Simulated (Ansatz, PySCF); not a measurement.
Process, species as SMILES: FB(F)[SiH3] [difluoroboranylsilane] -> F[B]F + [SiH3] (SiH3) (the B-Si bond at the site shown breaks; other sites are not compared here)
Geometries: B3LYP-D3(BJ)/def2-TZVP minima from Ansatz (a first-principles code).
Geometry of the first species:
SMILES: B([SiH3])(F)F
```xyz
7

F      1.3008     1.1169    -0.1169
B      0.5869     0.0083     0.0016
F      1.2739    -1.1170     0.1334
Si    -1.4476     0.0010    -0.0095
H     -1.9247    -0.8963    -1.0885
H     -1.9832     1.3635    -0.2245
H     -1.9336    -0.5219     1.2898
```
Charge 0, spin multiplicity 1.

Quantity: bond dissociation energy (enthalpy at 298 K, with B3LYP-D3(BJ) rigid-rotor harmonic-oscillator terms from PySCF), in kcal/mol. Valence correlation only, unless marked. Open shells are spin-unrestricted. Spin-orbit coupling is left out. Non-relativistic. Basis-set limits of correlation are two-point, X^-3; Hartree-Fock from the larger set.

CCSD(T)/CBS(cc-pV(T+d)Z,cc-pV(Q+d)Z) (Ansatz) gives 88.0 kcal/mol.

**Question.** Another calculation gave 89.8 kcal/mol. Which level was it?
A) r2SCANh/def2-TZVPD (Ansatz)
B) wB97X-V/def2-TZVPD (Ansatz)
C) SVWN5/def2-TZVPD (Ansatz)
D) CAM-B3LYP/def2-TZVPD (Ansatz)

**Answer.** B, wB97X-V/def2-TZVPD (Ansatz). The others give 84.6 (CAM-B3LYP), 80.4 (r2SCANh), 94.9 (SVWN5) kcal/mol.
